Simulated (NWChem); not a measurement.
Program: NWChem. System: H₃NPbS, charge 0, spin multiplicity 1, at a geometry optimised with PBE0/def2-SVP with def2 effective core potentials on Pb. The structure started from a generated list of species. Level: RHF/def2-TZVP with def2 effective core potentials on Pb.

NWChem printed:

```
             Northwest Computational Chemistry Package (NWChem) 7.3.0
             --------------------------------------------------------

                                NWChem Input Module
                                -------------------

 Scaling coordinates for geometry "geometry" by  1.889725989
 (inverse scale =  0.529177249)

 Turning off AUTOSYM since
 SYMMETRY directive was detected!

                             Geometry "geometry" -> ""
                             -------------------------

 Output coordinates in angstroms (scale by  1.889725989 to convert to a.u.)

  No.       Tag          Charge          X              Y              Z
 ---- ---------------- ---------- -------------- -------------- --------------
    1 Pb                  82.0000    -0.40750800    -0.15139000     0.00000000
    2 N                    7.0000     1.01987100    -1.72702700     0.00000000
    3 H                    1.0000     0.77509800    -2.71216600     0.00000000
    4 H                    1.0000     2.02741500    -1.59852600     0.00000000
    5 S                   16.0000     1.43305800     1.63500400     0.00000000
    6 H                    1.0000     0.54514900     2.65378500     0.00000000

 Effective nuclear repulsion energy (a.u.)     495.8341196881

            Nuclear Dipole moment (a.u.)
            ----------------------------
        X                 Y               Z
 ---------------- ---------------- ----------------
     0.0000585815    -0.0000226767     0.0000000000

      Symmetry information
      --------------------

 Group name             Cs
 Group number              2
 Group order               2
 No. of unique centers     6

      Symmetry unique atoms

     1    2    3    4    5    6


 Summary of "ao basis" -> "" (spherical)
 ------------------------------------------------------------------------------
       Tag                 Description            Shells   Functions and Types
 ---------------- ------------------------------  ------  ---------------------
 *                         def2-tzvp                  on all atoms

 Summary of "ao basis" -> "ao basis" (spherical)
 ------------------------------------------------------------------------------
       Tag                 Description            Shells   Functions and Types
 ---------------- ------------------------------  ------  ---------------------
 Pb                        def2-tzvp                16       50   6s5p3d2f
[...]
   110      0.460773  5 S  pz               113      0.375704  5 S  pz
   107      0.207601  5 S  pz                58     -0.166146  2 N  pz
   101     -0.165749  5 S  pz                64     -0.164724  2 N  pz
    61     -0.156387  2 N  pz

 Vector   24  Occ=2.000000D+00  E=-3.406179D-01  Symmetry=a'
              MO Center=  3.8D-01,  6.9D-01,  2.8D-14, r^2= 4.4D+00
   Bfn.  Coefficient  Atom+Function         Bfn.  Coefficient  Atom+Function
  ----- ------------  ---------------      ----- ------------  ---------------
     6      0.375871  1 Pb s                108      0.310023  5 S  px
     5      0.304582  1 Pb s                  3     -0.261419  1 Pb s
   111      0.255099  5 S  px                10      0.244534  1 Pb px
    16     -0.234797  1 Pb px               109      0.234479  5 S  py
    13     -0.181561  1 Pb px               112      0.164525  5 S  py

 Vector   25  Occ=0.000000D+00  E= 2.082905D-02  Symmetry=a"
              MO Center= -5.0D-01, -1.2D-01, -6.8D-14, r^2= 5.5D+00
   Bfn.  Coefficient  Atom+Function         Bfn.  Coefficient  Atom+Function
  ----- ------------  ---------------      ----- ------------  ---------------
    21      0.671040  1 Pb pz                18      0.347029  1 Pb pz
    12     -0.312340  1 Pb pz               113     -0.236088  5 S  pz
    64     -0.228068  2 N  pz                15      0.224496  1 Pb pz

 Vector   26  Occ=0.000000D+00  E= 6.603763D-02  Symmetry=a'
              MO Center= -7.3D-01, -4.4D-01,  5.4D-14, r^2= 8.1D+00
   Bfn.  Coefficient  Atom+Function         Bfn.  Coefficient  Atom+Function
  ----- ------------  ---------------      ----- ------------  ---------------
    20      1.176535  1 Pb py                55      0.541363  2 N  s
    98     -0.344546  5 S  s                 19      0.254306  1 Pb px
   133     -0.243691  6 H  s                112      0.217203  5 S  py
    11     -0.202377  1 Pb py                14      0.195334  1 Pb py
    90     -0.180337  4 H  s                111      0.173189  5 S  px

 Vector   27  Occ=0.000000D+00  E= 8.873729D-02  Symmetry=a'
              MO Center= -1.1D+00,  7.8D-02,  2.4D-14, r^2= 9.1D+00
   Bfn.  Coefficient  Atom+Function         Bfn.  Coefficient  Atom+Function
  ----- ------------  ---------------      ----- ------------  ---------------
    19      1.402674  1 Pb px                55     -0.769736  2 N  s
     6      0.619419  1 Pb s                112      0.437818  5 S  py
    20     -0.316980  1 Pb py                98     -0.316782  5 S  s
     5      0.234013  1 Pb s                133     -0.224972  6 H  s
     3     -0.206751  1 Pb s                 63     -0.206915  2 N  py

 center of mass
 --------------
 x =  -0.15648084 y =  -0.03724419 z =   0.00000000

 moments of inertia (a.u.)
 ------------------
         532.045636184145        -209.737502919189           0.000000000000
        -209.737502919189         421.554908226395           0.000000000000
           0.000000000000           0.000000000000         953.600544410540

  Mulliken analysis of the total density
  --------------------------------------

    Atom       Charge   Shell Charges
 -----------   ------   -------------------------------------------------------
    1 Pb  22    21.14   0.06 -0.59  1.78  0.76  1.06  0.76 -0.62  6.56  0.47  0.63  0.12  9.11  0.89  0.10  0.04  0.00
    2 N    7     7.94   0.82  1.16  0.51  0.83  0.27  1.47  1.78  1.08  0.00  0.01  0.00
    3 H    1     0.76   0.26  0.40  0.06  0.04
    4 H    1     0.75   0.26  0.40  0.05  0.04
    5 S   16    16.54   2.01  0.49  1.48  1.03  0.86  4.18  1.69  0.87  2.39  1.46  0.02  0.05  0.00
    6 H    1     0.87   0.23  0.50  0.12  0.03

       Multipole analysis of the density wrt the origin
       ------------------------------------------------

     L   x y z        total         open         nuclear
     -   - - -        -----         ----         -------
     0   0 0 0      0.000000      0.000000     48.000000

     1   1 0 0     -1.245095      0.000000     46.204766
     1   0 1 0     -0.566364      0.000000     17.165114
     1   0 0 1      0.000000      0.000000      0.000000

     2   2 0 0    -38.096082      0.000000    174.272219
     2   1 1 0     -3.038427      0.000000     80.778731
     2   1 0 1      0.000000      0.000000      0.000000
     2   0 2 0    -35.429939      0.000000    289.642192
     2   0 1 1     -0.000000      0.000000      0.000000
     2   0 0 2    -36.213192      0.000000      0.000000

 Task  times  cpu:       10.2s     wall:       10.2s

 Total times  cpu:       10.3s     wall:       10.3s
```

**Question.** Write an NWChem input that would produce this output.

**Answer.** One answer among several that fit: 
```
start mol
memory heap 200 mb stack 800 mb global 1000 mb
geometry units angstroms nocenter noautoz
  Pb    -0.407508    -0.151390     0.000000
  N      1.019871    -1.727027     0.000000
  H      0.775098    -2.712166     0.000000
  H      2.027415    -1.598526     0.000000
  S      1.433058     1.635004     0.000000
  H      0.545149     2.653785     0.000000
  symmetry group Cs
end
basis spherical
  * library def2-tzvp
end
ecp
  Pb library def2-ecp
end
scf
  rhf
  nopen 0
  maxiter 100
  thresh 1e-7
  semidirect memsize 60000000 filesize 0
end
task scf energy
```
